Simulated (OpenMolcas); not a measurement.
## Rb: from CASSCF to CASPT2

- Program: OpenMolcas
- Basis: ANO-RCC-VTZP [7s6p3d1f]
- Scalar Hamiltonian: DKH2, point nucleus
- Active space: 1 electron in 9 orbitals (4d 5s 5p)
- State averaging: 2S+1 = 2 even, 1 root; 2S+1 = 2 odd, 3 roots
- Spin-orbit coupling: RASSI with atomic mean-field integrals over the reference wave functions, term energies averaged over their components

Methods on the same reference wave functions:
A. CASSCF
B. SS-CASPT2, IPEA 0.25 Eh, imaginary shift 0.1 Eh (closed shells correlated: 4s 4p)
C. XMS-CASPT2, IPEA 0.25 Eh, imaginary shift 0.1 Eh (closed shells correlated: 4s 4p)

Energies in eV above 5s 2S 1/2, the measured ground level; measured values from NIST Handbook of Basic Atomic Spectroscopic Data.

```csv
Level,A,B,C,Measured
5s 2S 1/2,0.0000,0.0000,0.0000,0.0000
5p 2P* 1/2,1.3312,1.552,1.548,1.5596
5p 2P* 3/2,1.3483,1.569,1.565,1.5890
```

Deviations, from unrounded energies. A percentage is the sum of absolute deviations over the sum of measured energies, with the sign that they share, or ± where signs differ.

| Against measurement | Levels | A | B | C |
| --- | --- | --- | --- | --- |
| mean absolute deviation (cm-1) | 2 | 1900 | 110 | 150 |
| other configurations (%) | 2 | -14.9 | -0.9 | -1.2 |

B lies closest to measurement on these levels and A furthest from it. The largest miss of B in the table is 5p 2P* 3/2, by -160 cm-1. The ranking rests on the paired levels alone, and a cruder setting can come out closer through cancelling errors.

Between B and C the level of the table that moves most is 5p 2P* 1/2, by 32 cm-1 (lowest in C, highest in B).

The lowest spin-free term lies below A's lowest term by 0.183 hartree in B, 0.183 hartree in C.

ANO sets are built for ground and valence states and can reach diffuse excited orbitals poorly. No level of 4d was computed, though it lies in the active space. With one active electron the reference holds no correlation, so core polarisation is missing (holds for A). With one active electron, CASPT2 adds the correlation within the correlated inactive shells and between them and that electron, and leaves the splitting within a term as the reference gives it (holds for B; C). Measured partners are found by configuration, term and J. A level has none where our copy of the source lacks it or the pairing is in doubt (some pairs that miss far off the trend of their configuration count as doubtful), and it then counts in no deviation. Levels of configurations outside the active space are missing.

* marks odd parity.
